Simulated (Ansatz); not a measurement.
Input file for Ansatz (a first-principles code): R-SVWN5/def2-TZVPPD on N2 (SMILES N#N). Files ending in .json are basis or fitting sets from the Basis Set Exchange.

Ansatz 0.2 input:
```yaml
crystal:
  periodic: [false, false, false]
  atoms:
    - {symbol: N, position_ang: [0.12831670, -0.11722110, 4.07836287]}
    - {symbol: N, position_ang: [0.03404958, -0.15407452, 2.99272068]}
basis:
  gaussian:
    orbitals: def2-TZVPPD.json
hamiltonian:
  xc: {name: SVWN5}
scf: {lower_state_search: off}
```

Problem. Predict the final total energy.

Solution. -108.6915 hartree.
